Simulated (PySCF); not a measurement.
Molecule: SMILES CCC[SiH2][SiH2][GeH3], C3H14GeSi2.

Geometry:
```json
{"atom": "C1", "x (Å)": "2.573", "y (Å)": "-0.822", "z (Å)": "-1.541"}
{"atom": "C2", "x (Å)": "1.794", "y (Å)": "-0.254", "z (Å)": "-0.365"}
{"atom": "C3", "x (Å)": "0.973", "y (Å)": "0.983", "z (Å)": "-0.725"}
{"atom": "Si4", "x (Å)": "-0.025", "y (Å)": "1.695", "z (Å)": "0.715"}
{"atom": "Si5", "x (Å)": "-1.466", "y (Å)": "0.040", "z (Å)": "1.549"}
{"atom": "Ge6", "x (Å)": "-2.539", "y (Å)": "-1.022", "z (Å)": "-0.296"}
{"atom": "H7", "x (Å)": "3.158", "y (Å)": "-1.708", "z (Å)": "-1.251"}
{"atom": "H8", "x (Å)": "1.895", "y (Å)": "-1.121", "z (Å)": "-2.357"}
{"atom": "H9", "x (Å)": "3.273", "y (Å)": "-0.077", "z (Å)": "-1.951"}
{"atom": "H10", "x (Å)": "1.126", "y (Å)": "-1.035", "z (Å)": "0.041"}
{"atom": "H11", "x (Å)": "2.491", "y (Å)": "-0.008", "z (Å)": "0.456"}
{"atom": "H12", "x (Å)": "1.628", "y (Å)": "1.779", "z (Å)": "-1.121"}
{"atom": "H13", "x (Å)": "0.265", "y (Å)": "0.744", "z (Å)": "-1.540"}
{"atom": "H14", "x (Å)": "0.887", "y (Å)": "2.178", "z (Å)": "1.802"}
{"atom": "H15", "x (Å)": "-0.855", "y (Å)": "2.854", "z (Å)": "0.254"}
{"atom": "H16", "x (Å)": "-0.704", "y (Å)": "-0.998", "z (Å)": "2.316"}
{"atom": "H17", "x (Å)": "-2.502", "y (Å)": "0.621", "z (Å)": "2.460"}
{"atom": "H18", "x (Å)": "-3.291", "y (Å)": "0.019", "z (Å)": "-1.150"}
{"atom": "H19", "x (Å)": "-3.547", "y (Å)": "-2.095", "z (Å)": "0.158"}
{"atom": "H20", "x (Å)": "-1.489", "y (Å)": "-1.700", "z (Å)": "-1.198"}
```

Geometry PBE0-D3(BJ)/def2-SVP throughout; GIAO in PySCF 2.14, gas phase, one conformer, non-relativistic; equivalent atoms averaged; basis pcSseg-1.

Problem. How do the absolute shieldings σ depend on the functional? (a selection of nuclei; ppm; last column core-seconds on shared hosts with different chips, so compare them loosely)

Solution. 
```csv
functional,kind,C1,C3,Si4,Si5,Ge6,H14/H15,H18/H19/H20,H16/H17,H7/H8/H9,core-s
HF,Hartree–Fock,171.2,182.0,449.8,493.9,1792.0,27.98,28.35,28.50,30.59,26
LDA,LDA,161.0,166.5,389.8,439.3,1624.9,26.49,27.00,26.98,29.77,41
PBE,GGA,159.2,165.9,401.9,448.5,1626.7,27.05,27.58,27.56,30.12,52
BLYP,GGA,153.8,159.9,388.0,430.0,1598.4,27.34,27.80,27.82,30.26,51
BP86,GGA,158.9,165.6,399.9,444.9,1620.5,27.13,27.60,27.62,30.18,51
OPBE,GGA,165.1,173.0,424.3,470.2,1627.0,27.14,27.66,27.66,30.19,50
KT2,GGA,162.2,168.9,428.0,474.2,1684.1,27.05,27.60,27.57,30.09,51
KT3,GGA,161.2,168.3,428.1,470.8,1655.0,27.38,27.91,27.89,30.25,50
B97-D,GGA,157.9,165.0,408.7,449.4,1609.7,27.44,27.81,27.91,30.30,51
B3LYP,global hybrid,158.3,165.5,400.6,443.8,1640.2,27.44,27.86,27.93,30.29,53
PBE0,global hybrid,164.2,172.3,416.7,464.1,1675.7,27.23,27.70,27.75,30.21,56
mPW1PW91,global hybrid,163.3,171.6,414.2,460.6,1666.1,27.32,27.76,27.82,30.26,60
WP04,global hybrid,151.3,158.4,390.5,423.9,1573.4,28.15,28.45,28.57,30.54,34
B97-2,global hybrid,163.2,171.3,419.3,463.8,1658.9,27.43,27.84,27.92,30.30,34
BHandHLYP,global hybrid,163.7,172.2,418.6,462.4,1699.9,27.62,28.01,28.12,30.36,34
CAM-B3LYP,range-separated hybrid,162.4,170.3,407.6,452.5,1663.6,27.42,27.83,27.92,30.25,49
wB97X-D,range-separated hybrid,164.4,173.3,417.3,465.1,1675.7,27.40,27.86,27.91,30.32,48
LC-wPBE,range-separated hybrid,169.8,179.6,424.4,472.8,1684.0,27.43,27.84,27.94,30.30,61
```

Problem. Which nucleus among those listed moves most, in ppm?

Solution. Ge6 (germanium bonded to Si, 3 H): from 1573.4 ppm with WP04 to 1792.0 ppm with HF. The smallest spread is 0.82 ppm, at H7/H8/H9. Proton shifts span only some 12 ppm, so a few tenths of a ppm matter as much there as several ppm in carbon.

Relativistic effects, spin–orbit coupling among them, are left out; they matter for Ge and for the light atoms bonded to it.
